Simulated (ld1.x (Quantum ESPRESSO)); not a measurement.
## Ranking TM potentials for I (Z = 53)

All share these settings but for the change named:

| Quantity | Value |
| --- | --- |
| Element | I (Z = 53) |
| Generator | ld1.x (Quantum ESPRESSO) 7.5 |
| Type | norm-conserving Troullier–Martins (Kleinman–Bylander form) |
| Functional | PBE |
| Relativity | fully relativistic |
| Frozen core | [Kr] 4d10 |
| Valence charge | 7 |
| Reference configuration | 5s2 5p4 (charge +1) |
| Partial waves | 5p (bound): rc 2.05 bohr; 5d channel at 0.45 Ry: rc 2.10 bohr; 5s (bound): rc 1.55 bohr |
| Local potential | the s channel |
| Core correction | Bessel-smoothed model core inside 0.70 bohr |

Open shells are filled in proportion to 2j + 1 (rel_dist='average').

Cutoff: the first of the cutoffs (Ry, on a coarse ladder) from which the occupation-weighted sum of valence levels, in a spherical-Bessel basis at the reference potential, stays within 10 and 1 mRy of its value at 400 Ry; the density cutoff is not measured.

The base gives 35 Ry.

Of 8 variants that were run, those that failed, showed a ghost or another fault, or gave nearly equal values are left out.

A variant can come out equal or close to the base.

(1) Rank these variants from softest to hardest (loose cutoff).
A. all radii but the core radius scaled by about 1.06 (s 1.64, p 2.18, d 2.24 bohr)
B. all radii but the core radius scaled by about 1.38 (s 2.14, p 2.82, d 2.90 bohr)
C. all radii but the core radius scaled by about 1.29 (s 2.00, p 2.64, d 2.72 bohr)

Results:

(1) B (25 Ry), C (30 Ry), A (35 Ry).
